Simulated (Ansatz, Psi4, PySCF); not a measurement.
methanethiol (CH4S), singlet, geometry from GFN2-xTB. Base run: PBE0/6-311G** (PySCF).

Geometry (Å):
```xyz
6

C     -0.0593     1.1560     0.0111
S     -0.0429    -0.6653    -0.0070
H      1.2819    -0.7971     0.0023
H     -1.1031     1.4523     0.0056
H      0.4244     1.5175     0.9132
H      0.4388     1.5354    -0.8757
```
Charge 0, spin multiplicity 1.
All else is at PySCF's defaults.

The same geometry, method and basis name were run in Ansatz (an electronic-structure program) and Psi4 and PySCF, at each program's defaults and at the settings that a row names. The base is PySCF at its defaults. Differences at the defaults can come from grids, fitting, cores and function types together.

```json
[
 {"code and settings": "PySCF, defaults (exact integrals, its default grid, spherical functions)", "ΔE vs base (mEh)": "0.000", "basis functions": "68", "E (Eh)": "-438.52628", "SCF cycles": "8", "dipole (D)": "1.79"},
 {"code and settings": "Psi4, defaults (density fitting with its default set, its default grid, spherical functions)", "ΔE vs base (mEh)": "-0.024", "basis functions": "68", "E (Eh)": "-438.52631", "SCF cycles": "8", "dipole (D)": "1.79"},
 {"code and settings": "Ansatz, defaults (factorised integrals, its default grid, Cartesian functions)", "ΔE vs base (mEh)": "-0.367", "basis functions": "69", "E (Eh)": "-438.52665", "SCF cycles": "-", "dipole (D)": "-"},
 {"code and settings": "PySCF, density fitting with def2-universal-jkfit", "ΔE vs base (mEh)": "-0.043", "basis functions": "68", "E (Eh)": "-438.52632", "SCF cycles": "8", "dipole (D)": "1.79"},
 {"code and settings": "PySCF, fine grid", "ΔE vs base (mEh)": "0.001", "basis functions": "68", "E (Eh)": "-438.52628", "SCF cycles": "8", "dipole (D)": "1.79"},
 {"code and settings": "Psi4, exact integrals, spherical functions, fine grid", "ΔE vs base (mEh)": "0.001", "basis functions": "68", "E (Eh)": "-438.52628", "SCF cycles": "10", "dipole (D)": "1.79"},
 {"code and settings": "Ansatz, high accuracy, Cartesian functions as the basis file defines them", "ΔE vs base (mEh)": "-0.368", "basis functions": "69", "E (Eh)": "-438.52665", "SCF cycles": "-", "dipole (D)": "-"}
]
```
